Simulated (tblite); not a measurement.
Compound: C6H12FNSi.
Cartesian coordinates in Å at the GFN2-xTB level; atoms count from 1:
```
atom  x, y, z in Å
C1    -1.849   -1.289    0.367
C2    -1.541    0.200    0.521
C3    -2.707    1.033   -0.004
Si4    0.074    0.697   -0.365
C5     1.517   -0.331    0.356
C6     2.852    0.198   -0.148
F7     2.851    0.248   -1.530
C8     3.939   -0.651    0.307
N9     4.758   -1.345    0.697
H10   -2.782   -1.539    0.872
H11   -1.059   -1.900    0.797
H12   -1.955   -1.552   -0.684
H13   -1.442    0.410    1.592
H14   -3.627    0.786    0.524
H15   -2.865    0.844   -1.063
H16   -2.514    2.094    0.126
H17    0.367    2.115   -0.102
H18   -0.015    0.451   -1.805
H19    1.428   -1.377    0.061
H20    1.531   -0.301    1.445
H21    3.030    1.227    0.193
```

Computed with GFN2-xTB (tblite): harmonic, unscaled wavenumbers at the GFN2-xTB geometry, gas phase. This tight-binding method is rough: wavenumbers can miss measured ones by several per cent, in bad cases by 10 to 20. Modes of hydrogen on silicon can be 10 to 20 % off. One conformer, not necessarily the lowest.

Harmonic wavenumbers (cm⁻¹): 26.7, 42.4, 61.6, 80.0, 147.5, 163.4, 218.6, 229.8, 248.3, 269.7, 312.3, 379.9, 388.9, 477.5, 523.9, 570.5, 593.7, 668.6, 728.6, 748.9, 766.2, 783.1, 897.4, 945.6, 948.9, 994.1, 1010.2, 1039.0, 1068.0, 1134.1, 1144.1, 1179.4, 1198.5, 1268.4, 1278.8, 1285.9, 1303.7, 1414.0, 1426.7, 1458.3, 1501.0, 1508.3, 1512.3, 1515.7, 2211.0, 2277.1, 2407.4, 2892.1, 2915.3, 2995.8, 3005.0, 3008.2, 3011.9, 3025.8, 3033.2, 3033.7, 3040.2.

A = 3163, B = 551.8, C = 504.1 MHz; mass 145.072 u (most abundant isotopes); point group C1, symmetry number 1.

Task: What is the zero-point energy?

Result: ½Σν̃ = 36160 cm⁻¹ = 103.39 kcal/mol.

Task: Give the ideal-gas entropy at 400 K and 1 bar in the rigid-rotor, harmonic-oscillator model (classical rotation).

Result: Translation 42.31, rotation 31.16, vibration 52.34: S = 125.8 cal/(mol K).

Task: And Cp and H(400 K) − H(0)?

Result: Cp = 55.30 cal/(mol K), of which vibrations give 47.35 (their classical limit is 57 R = 113.3); H(400 K) − H(0) = 13.35 kcal/mol without the zero-point energy, 10.17 from vibrations.

Task: Blend soft modes into free rotors: weight 1/[1 + (100 cm⁻¹/ν̃)⁴] for the oscillator and the rest for a rotor with moment μB/(μ + B), μ = h/(8π²ν), B = 10⁻⁴⁴ kg m². What vibrational entropy results?

Result: 46.39 cal/(mol K) in place of 52.34, which changes −T·S at 400 K by +2.38 kcal/mol.

Task: How do the functions run with temperature in this model?

Result: 
```json
{"T (K)": "150", "S (cal/(mol K))": "86.7", "Cp (cal/(mol K))": "28.4", "H − H(0) (kcal/mol)": "2.83", "G − H(0) (kcal/mol)": "-10.17", "ln q(vib)": "5.08"}
{"T (K)": "250", "S (cal/(mol K))": "103.8", "Cp (cal/(mol K))": "39.4", "H − H(0) (kcal/mol)": "6.22", "G − H(0) (kcal/mol)": "-19.72", "ln q(vib)": "8.60"}
{"T (K)": "298.15", "S (cal/(mol K))": "111.2", "Cp (cal/(mol K))": "44.7", "H − H(0) (kcal/mol)": "8.25", "G − H(0) (kcal/mol)": "-24.90", "ln q(vib)": "10.22"}
{"T (K)": "600", "S (cal/(mol K))": "151.5", "Cp (cal/(mol K))": "71.7", "H − H(0) (kcal/mol)": "26.15", "G − H(0) (kcal/mol)": "-64.77", "ln q(vib)": "19.73"}
{"T (K)": "900", "S (cal/(mol K))": "183.9", "Cp (cal/(mol K))": "87.8", "H − H(0) (kcal/mol)": "50.25", "G − H(0) (kcal/mol)": "-115.25", "ln q(vib)": "28.22"}
```

q(vib) and H(0) count from the zero-point level.

Hindered rotation and anharmonicity are outside this model. Other conformers, if any are populated, would add a mixing term that is left out. The structure is chiral; the term R ln 2 for an equal mix with its mirror image is left out.

Time: 1.7 s. Hardware: Arm Neoverse N1, one thread, no GPU, shared host with 64 logical CPUs at a one-minute load of 60. This covers the Hessian and the dipole derivatives.
